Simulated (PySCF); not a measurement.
NMR data simulated for an unnamed compound:

¹H NMR (400 MHz, computed): δ 4.92 (s, 6H), 4.35 (s, 9H).

¹³C{¹H} NMR (computed): δ 17.5 (C).

Single conformer, fast rotation and ring inversion assumed for equivalent nuclei, relativity neglected, no solvent. σ from GIAO-PBE0/pcSseg-1; geometry: PBE0-D3(BJ)/def2-SVP; PySCF.

δ = σ(ref) − σ, references computed at the same level: TMS for ¹H, ¹³C.

Problem. Which of these does the molecule contain: a non-aromatic C=C double bond, a carboxylic acid, a Si–H bond, a nitrile?

Solution. 
- A non-aromatic C=C double bond: no.
- A carboxylic acid: no.
- A Si–H bond: yes (δH 4.92 (s)).
- A nitrile: no.

The data belong to SMILES [SiH3]N([SiH3])C([SiH3])([SiH3])[SiH3], CH15NSi5; they needn't prove each group on their own.

Carbon signals by region: 1 below 50 ppm.

Shifts are as computed. Against solution values, carbons near 30 ppm lie about +2 ppm off and those near 130 ppm about +5 ppm. Of 1211 compounds with measured shifts, 218 miss one by over three times the rms of a fit or turn the order of signals round; such compounds aren't used in these exercises. Multiplicities follow the n + 1 count of equivalent neighbours, as no J values were calculated; m marks all less simple cases, F and P coupling included.
